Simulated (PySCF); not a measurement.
SSn, SMILES [S]=[Sn] (connectivity only; charge and spin as stated), neutral, multiplicity 1.

Geometry: PBE-D3(BJ)/def2-TZVP. The def2 effective core potentials stand for the cores of Sn; spin–orbit coupling is left out.

Computed with PBE-D3(BJ)/def2-TZVP in PySCF.

Frequencies are harmonic and unscaled.

```
mode  ν (cm⁻¹)  IR (km/mol)  moving atoms (share of kinetic energy)
----  --------  -----------  --------------------------------------
1          472         30.4                         S 79 %, Sn 21 %
```
